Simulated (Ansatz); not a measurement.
# CBrCl2F (bromodichlorofluoromethane): the vertical energy of the triplet above the singlet from total energies

CBrCl2F has 5 atoms, charge 0, and is taken as a singlet. SMILES: `FC(Cl)(Cl)Br`. Geometry: relaxed at PBE0-D4/def2-TZVP.

Both states at this one shape; open shells run unrestricted unless said. 1 Eh = 27.2114 eV.

| level | program | singlet CBrCl2F (Eh) | triplet CBrCl2F (Eh) |
| --- | --- | --- | --- |
| HF/cc-pVDZ | Ansatz | -3628.663408 | -3628.487359 |
| PBE/cc-pVDZ | Ansatz | -3631.572390 | -3631.399638 |
| RPA@PBE/aug-pcseg-1, 21 core orbitals frozen | Ansatz | -3629.332395 | -3629.153212 |

Problem. Work out the vertical gap, second state less first, at each level.

Solution. 
1. HF/cc-pVDZ: -3628.487359 − (-3628.663408) = 0.176049 Eh = 4.79 eV.
2. PBE/cc-pVDZ: -3631.399638 − (-3631.572390) = 0.172752 Eh = 4.70 eV.
3. RPA@PBE/aug-pcseg-1: -3629.153212 − (-3629.332395) = 0.179183 Eh = 4.88 eV.

No measured value is set beside it here; the levels span 4.70 to 4.88 eV. Spin-orbit coupling, which splits open shells on such heavy atoms by tenths of an eV, is left out. All-electron rows are non-relativistic unless named.
